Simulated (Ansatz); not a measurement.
Input for Ansatz (a program for electronic structure): R-CAM-B3LYP/def2-TZVPPD on GeH4 (SMILES [GeH4]) with ghost functions. Files ending in .json are basis or fitting sets from the Basis Set Exchange.

Ansatz 0.2 input:
```yaml
crystal:
  periodic: [false, false, false]
  atoms:
    - {symbol: Ge, position_ang: [0.39343159, -0.39215481, 0.44313808]}
    - {symbol: H, position_ang: [-0.90285126, -1.19267803, 0.62537068]}
    - {symbol: H, position_ang: [1.37107651, -0.70007824, 1.58412865]}
    - {symbol: H, position_ang: [0.08431789, 1.11010137, 0.40104872]}
    - {symbol: H, position_ang: [1.04380532, -0.80140123, -0.89260912]}
basis:
  gaussian:
    orbitals: def2-TZVPPD.json
    ghost_atoms:
      - {symbol: O, position_ang: [-0.92023618, 0.44252351, 3.29622971]}
      - {symbol: Si, position_ang: [-0.14683259, 0.32680620, 4.75451449]}
      - {symbol: H, position_ang: [-1.82215991, 0.77053417, 3.27510433]}
      - {symbol: H, position_ang: [-0.03619327, 1.65036074, 5.41543487]}
      - {symbol: H, position_ang: [1.19620962, -0.20231274, 4.45226710]}
      - {symbol: H, position_ang: [-0.86115759, -0.59150974, 5.67499784]}
hamiltonian:
  xc: {name: CAM-B3LYP}
scf: {lower_state_search: off}
```

The log:

```
Functional definition: CAM-B3LYP
[...]
these checks for a lower state are left out or cut short: stability, starts, cluster_reference, orbital_swaps, neighbouring_geometries, increment
integrals: 0.31 GiB planned
1342 factors; their error is unknown
integrals: 0.34 GiB planned
428 factors; integrals over basis functions are off by at most 3.9e-5 eV
mean field: 1.48 GiB planned
mean field evaluation 1: about -56585.8929 eV, gradient 1.7e1 eV
mean field evaluation 2: about -56585.9457 eV, gradient 1.7e1 eV
mean field evaluation 4: about -56586.1021 eV, gradient 1.9e-1 eV
mean field evaluation 8: about -56586.2753 eV, gradient 1.2e-2 eV
mean field -56586.27531000 eV, -2079.5072620875 hartree, gradient 2.4e-6 eV, S^2 0.000000; 0 other end points of the search recorded, 0 dependent functions left out
reference -56586.27542119 eV, -2079.5072661737 hartree; 18, 18 occupied and 260, 260 virtual orbitals, 1342 factors
Total energy: -56586.27542119 eV, -2079.5072661737 hartree
Checks for a lower state left out: stability, starts, cluster_reference, orbital_swaps, neighbouring_geometries, increment
```

Self-consistency was reached.

Cost: very roughly 6 core-seconds.
